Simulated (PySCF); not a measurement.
# Bonding in `C[SiH2]/C=C(\CF)[SiH2]P`

Compound: C4H12FPSi2.
Numbering: `[CH3:1][SiH2:2]/[CH:3]=[C:4](\[CH2:5][F:6])[SiH2:7][PH2:8]` (hydrogens: H9, H10, H11 on C1; H12, H13 on Si2; H14 on C3; H15, H16 on C5; H17, H18 on Si7; H19, H20 on P8)

Geometry (GFN2-xTB, Å), atoms numbered from 1 in this order:
```xyz
20
C4H12FPSi2 angstrom
C     -3.5045    0.6983    0.4280
Si    -2.2030   -0.1525   -0.6664
C     -0.5616    0.0713    0.2522
C      0.6471   -0.3688   -0.0914
C      0.9265   -1.1449   -1.3379
F     -0.1743   -1.3321   -2.1375
Si     2.1924   -0.0634    0.9606
P      3.8533    0.4706   -0.4503
H     -3.3038    1.7607    0.5357
H     -3.5348    0.2675    1.4251
H     -4.4973    0.5969    0.0004
H     -2.1682    0.5146   -1.9701
H     -2.5336   -1.5750   -0.7869
H     -0.6216    0.6240    1.1826
H      1.6753   -0.6242   -1.9517
H      1.3079   -2.1436   -1.0917
H      1.8832    0.9635    1.9613
H      2.6228   -1.2923    1.6402
H      3.3226    1.6942   -0.8212
H      4.6663    1.0457    0.5064
```

Bond orders from the PBE0/pcSseg-1 density (PySCF). One conformer (not necessarily the lowest) at the GFN2-xTB geometry, without solvent, vibrations or thermal averaging.

**Question.** Where do the orders between heavy atoms depart from those drawn in the SMILES?

**Answer.** The largest departure is 0.157, at Si2–C3 (drawn single, 0.843). Drawn single, order below 0.88: Si2–C3 (0.843), C5–F6 (0.872) and C4–Si7 (0.847).

**Question.** Give the Mayer order of every bond, beside its length.

**Answer.** 
| bond | drawn as | length (Å) | Mayer order |
| --- | --- | --- | --- |
| C1–Si2 | single | 1.901 | 0.931 |
| Si2–C3 | single | 1.894 | 0.843 |
| C3–C4 | double | 1.331 | 1.949 |
| C4–C5 | single | 1.495 | 1.014 |
| C5–F6 | single | 1.373 | 0.872 |
| C4–Si7 | single | 1.894 | 0.847 |
| Si7–P8 | single | 2.244 | 0.993 |
| C1–H9 | single | 1.087 | 0.961 |
| C1–H10 | single | 1.087 | 0.961 |
| C1–H11 | single | 1.086 | 0.964 |
| Si2–H12 | single | 1.465 | 0.948 |
| Si2–H13 | single | 1.465 | 0.948 |
| C3–H14 | single | 1.084 | 0.927 |
| C5–H15 | single | 1.099 | 0.930 |
| C5–H16 | single | 1.097 | 0.935 |
| Si7–H17 | single | 1.467 | 0.923 |
| Si7–H18 | single | 1.469 | 0.936 |
| P8–H19 | single | 1.384 | 0.927 |
| P8–H20 | single | 1.381 | 0.937 |

Bonds between the same two heavy elements. C–Si: lowest Si2–C3 (0.843, 1.894 Å), highest C1–Si2 (0.931, 1.901 Å); in 2 of the 3 pairs the longer bond (by over 0.003 Å) has the higher order (by 0.02 or more). C–C: lowest C4–C5 (1.014, 1.495 Å), highest C3–C4 (1.949, 1.331 Å).

**Question.** Sum the orders of all bonds at each heavy atom with more than one neighbour and set the sums beside the valence in the SMILES.

**Answer.** C1 3.817 (drawn 4), Si2 3.670 (drawn 4), C3 3.719 (drawn 4), C4 3.810 (drawn 4), C5 3.751 (drawn 4), Si7 3.699 (drawn 4), P8 2.857 (drawn 3). Orders between atoms that aren't bonded are not in these sums.

Mayer orders depend on the basis set.
